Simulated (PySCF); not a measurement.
C3H5N, SMILES `NC1C=C1`, neutral singlet in the gas phase. 

Cartesian coordinates (Å):
SMILES: NC1C=C1
```xyz
9

N      1.3502    -0.4828    -0.0693
C      0.0685    -0.1624     0.5045
C     -1.1721    -0.4019    -0.2646
C     -0.8686     0.8456    -0.0797
H      2.0902     0.0423     0.3812
H      1.3645    -0.2518    -1.0557
H      0.0755    -0.3361     1.5810
H     -1.8172    -1.1359    -0.7219
H     -1.0908     1.8830    -0.2754
```
Charge 0, multiplicity 1.

All levels are single points at this geometry (PBE0-D4/def2-TZVP); Pople sets use spherical d functions. Orbital energies aren't observables, and empty levels follow the basis.

B3LYP/6-31G* in PySCF gives HOMO (eV) = -5.77.

**Question.** Estimate the HOMO (eV) from each of these levels: B3LYP-D3(BJ)/def2-TZVP in PySCF; PBE0-D4/def2-TZVP in PySCF; B3LYP/3-21G in PySCF; M06-2X/6-31G* in PySCF; PBE/6-31G* in PySCF.

**Answer.** 
```
level                            HOMO (eV)
-------------------------------  ---------
B3LYP-D3(BJ)/def2-TZVP in PySCF      -6.19
PBE0-D4/def2-TZVP in PySCF           -6.40
B3LYP/3-21G in PySCF                 -5.39
M06-2X/6-31G* in PySCF               -7.40
PBE/6-31G* in PySCF                  -4.58
```
